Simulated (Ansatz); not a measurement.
Species: C2H3NO, SMILES `C=NC=O` (C–N–C–O torsion 67°) (charge 0, multiplicity 1).

Give a relaxed geometry from B3LYP-D3(BJ)/def2-TZVP run with Ansatz (an electronic-structure program).

This is not unique; one that fits is the end point of this relaxation, one of several conformers (outside a Z-matrix the atoms follow the SMILES, hydrogens last).
Z-matrix (Å, degrees):
```
N
C 1 1.2607
H 2 1.0877 1 119.32
H 2 1.0933 3 117.64 1 179.93
C 1 1.3955 2 122.13 3 -176.75
O 5 1.2032 1 124.73 2 66.51
H 5 1.1040 6 122.99 1 -174.59
```
